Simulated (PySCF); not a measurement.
# Structure from 2D NMR

Compound of formula C₃H₁₁NSi₂. Correlations simulated from computed shifts and the bond graph:

HSQC (one-bond C–H):
| δH | δC |
| --- | --- |
| 6.21 | 143.9 |
| 5.42 | 122.1 |
| 5.38 | 122.1 |
| 3.61 | 59.9 |

COSY cross peaks (H two or three bonds apart, from the bond graph; peaks can be absent where the dihedral angle is near 90°):
| δH | δH |
| --- | --- |
| 6.21 | 5.42 |
| 6.21 | 5.38 |
| 6.21 | 3.61 |
| 5.42 | 5.38 |

HMBC (two and three bonds, from the bond graph):
| δH | δC |
| --- | --- |
| 6.21 | 122.1, 59.9 |
| 5.42 | 143.9, 59.9 |
| 5.38 | 143.9, 59.9 |
| 4.71 | 59.9 |
| 3.61 | 143.9, 122.1 |

One averaged value for each set of equivalent atoms, no solvent, non-relativistic Hamiltonian, one conformer. PBE0/pcSseg-1 with gauge-including orbitals; structure optimised with GFN2-xTB; PySCF.

Chemical shifts δ = σref − σ; ¹H, ¹³C against TMS, all at this level.

Exchangeable hydrogens are left out of these lists.

Task: Which molecule is this?

Result: SMILES C=CCN([SiH3])[SiH3].

Atom-mapped SMILES (the numbers label the heavy atoms): `[CH2:1]=[CH:2][CH2:3][N:4]([SiH3:5])[SiH3:6]` (H(Xn): hydrogen on atom n). Ha(C1) is cis to C3; Hb(C1) is trans to C3.

δC 143.9 is C2, an alkene CH (δH 6.21). δC 122.1 is C1, a terminal =CH2 carbon (δH 5.42, 5.38). δC 59.9 is C3, an allylic sp3 CH2 bonded to N (δH 3.61). COSY links 6.21–5.42, 6.21–5.38, 6.21–3.61, 5.42–5.38.

The shifts were computed for this structure.

Shifts are as computed. Against solution values, carbons near 30 ppm lie about +3 ppm off and those near 130 ppm about +5 ppm. Of 1309 compounds with measured shifts, 239 miss one by over three times the rms of a fit or turn the order of signals round; such compounds aren't used in these exercises.
